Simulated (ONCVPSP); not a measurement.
An all-electron radial function and its pseudo partner (ruthenium)

Columns: radius, all-electron u(r) and pseudo u(r) of the 4d shell (level -4.12 eV) of ruthenium in the configuration [Ar] 3d10 4s2 4p6 4d7.5 5s0.5; PBE, scalar-relativistic, ONCV scheme, ONCVPSP 4.0.1.

```tsv
r (bohr)	all-electron	pseudo
0.090	-0.1295	0.0022
0.180	-0.3342	0.0169
0.270	-0.3735	0.0533
0.360	-0.2623	0.1159
0.450	-0.0760	0.2027
0.540	0.1271	0.3069
0.630	0.3142	0.4181
0.720	0.4711	0.5256
0.810	0.5934	0.6200
0.900	0.6825	0.6954
0.990	0.7419	0.7489
1.080	0.7769	0.7815
1.170	0.7926	0.7958
1.260	0.7937	0.7957
1.350	0.7840	0.7849
1.440	0.7666	0.7668
1.530	0.7438	0.7438
1.620	0.7176	0.7176
1.710	0.6893	0.6893
1.800	0.6600	0.6599
1.890	0.6302	0.6302
1.980	0.6007	0.6006
2.070	0.5716	0.5716
2.160	0.5434	0.5434
2.250	0.5161	0.5161
2.340	0.4899	0.4898
```

**Question.** How many radial nodes do the two functions have?

**Answer.** The all-electron 4d function has n − l − 1 = 1; the pseudo-wave has 0, since the states of the same l below it are removed with the core.

**Question.** At about which radius was the pseudo-wave matched?

**Answer.** 1.70 bohr. The columns agree to 0.0005 from 1.44 bohr on; several derivatives are matched, so the curves merge somewhat inside the radius.

**Question.** Where does each function peak?

**Answer.** Outermost all-electron maximum near 1.26 bohr, pseudo maximum near 1.17 bohr (to the table’s step).

**Question.** Is the pseudo-wave norm-conserving?

**Answer.** Yes: the ONCV scheme keeps the norm inside the radius equal to the all-electron one, which fixes the energy derivative of the logarithmic derivative at the level.
